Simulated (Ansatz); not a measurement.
Reaction: H5BGeO (SMILES O[BH][GeH3]) → H4BGeO (SMILES O[B][GeH3], doublet) + H (doublet) (the B-H bond breaks)
Each species at its own B3LYP-D3(BJ)/def2-TZVP minimum (Ansatz, a first-principles code), one conformer.

Total energies in hartree (Ansatz). Radicals and triplets start from unrestricted determinants; spin-orbit coupling is neglected. Cores are frozen in correlated methods (noble-gas shells, and filled d and f shells in the p block). No relativity. For partners of very few electrons the exact lower level stands in for a higher one.

```tsv
species	HF/cc-pVTZ	CCSD(T)/cc-pVTZ	HF/cc-pVQZ	CCSD(T)/cc-pVQZ	CCSD(T)/cc-pVDZ	CCSDT(Q)/cc-pVDZ
1: H5BGeO (SMILES O[BH][GeH3])	-2177.92969	-2178.45118	-2177.94128	-2178.49340	-2178.24827	-2178.25011
2: H4BGeO (SMILES O[B][GeH3], doublet)	-2177.29516	-2177.78272	-2177.30671	-2177.82392	-2177.58502	-2177.58697
3: H (doublet)	-0.49981	-0.49981	-0.49995	-0.49995	-0.49928	-0.49928
```

Problem. Work out the bond dissociation energy (electronic) in kcal/mol: take Hartree-Fock from cc-pVQZ, extrapolate the CCSD(T) correlation energy as X^-3 (X = 3, 4), and add CCSDT(Q) - CCSD(T) in cc-pVDZ. 1 hartree = 627.51 kcal/mol.

Solution. 
Species 1: correlation (64·(-0.55212) - 27·(-0.52149))/37 = -0.57447; step -0.00184; E1 = -2177.94128 + (-0.57447) + (-0.00184) = -2178.51759
Species 2: correlation (64·(-0.51721) - 27·(-0.48756))/37 = -0.53885; step -0.00195; E2 = -2177.30671 + (-0.53885) + (-0.00195) = -2177.84751
Species 3: correlation (64·(0.00000) - 27·(0.00000))/37 = 0.00000; step +0.00000; E3 = -0.49995 + (0.00000) + (+0.00000) = -0.49995
-1·E1 +1·E2 +1·E3 = 0.17013 hartree = 106.8 kcal/mol.
